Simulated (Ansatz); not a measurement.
`ClB(Br)Br` + `[F][Ga]([F])[Br]` → `FB(Br)Br` + `[F][Ga]([Cl])[Br]`  (redistribution)

Program: Ansatz. Geometries: PBE0-D4/def2-TZVP. ΔE: electronic, gas phase. CBS: MP2 limit from def2 TZ/QZ plus the TZ coupled-cluster correction, frozen cores. Functionals use def2-TZVPP. HSE06 is defined as in plane-wave codes. For Br, Ga outer-core shells are correlated without core-valence functions, which leaves a few kJ/mol of doubt a bond. Scalar relativity is left out up to krypton.

`ClB(Br)Br`:

Cartesian coordinates in Å:
```
Cl -0.482 -0.758 -1.530
B -0.011 -0.018 -0.036
Br -1.169 1.223 0.815
Br 1.662 -0.446 0.751
```

`[F][Ga]([F])[Br]`:

Z-matrix (Å, degrees):
```
Ga
F 1 1.731
Br 1 2.237 2 122.0
F 1 1.731 2 115.9 3 -180.0
```

`FB(Br)Br`:

Z-matrix (Å, degrees):
```
B
F 1 1.307
Br 1 1.901 2 119.1
Br 1 1.901 2 119.1 3 180.0
```

`[F][Ga]([Cl])[Br]`:

Cartesian coordinates in Å:
```
F 1.068 1.465 -0.050
Ga 0.067 0.049 -0.002
Cl 1.029 -1.825 0.025
Br -2.164 0.311 0.027
```

(1) Is it downhill or uphill in electronic energy at CCSD(T)/CBS, and by how much? (An estimate is asked.)

(2) What do these levels give: revPBE-D4, BLYP-D4, PBE0-D4, HSE06-D4, ωB97X-V, PBE-QIDH, revPBE, r2SCAN0, HSE06, CAM-B3LYP, RPA@PBE/def2-TZVPP, HF/def2-QZVPP? (Estimate.)

Largest T1 diagnostic among the species: 0.012.

Answers

(1) Computed: Downhill: ΔE = -90.8 kJ/mol.

(2) The calculation gave: revPBE-D4 -83.1, BLYP-D4 -88.4, PBE0-D4 -92.8, HSE06-D4 -93.0, ωB97X-V -92.2, PBE-QIDH -91.7, revPBE -86.1, r2SCAN0 -97.3, HSE06 -93.7, CAM-B3LYP -97.9, RPA@PBE/def2-TZVPP -87.3, HF/def2-QZVPP -109.7 kJ/mol.

From PBE to PBE0 (25 % exact exchange), in def2-TZVPP and without D4, ΔE moves by −6.4 kJ/mol. Leaving LDA and LC-ωPBE aside and taking each functional with its dispersion term where it has one, the values, not all of them listed here, spread over 18.5 kJ/mol, from BHLYP-D4 to revPBE-D4. LDA lies −4.7 kJ/mol from PBE without D4.
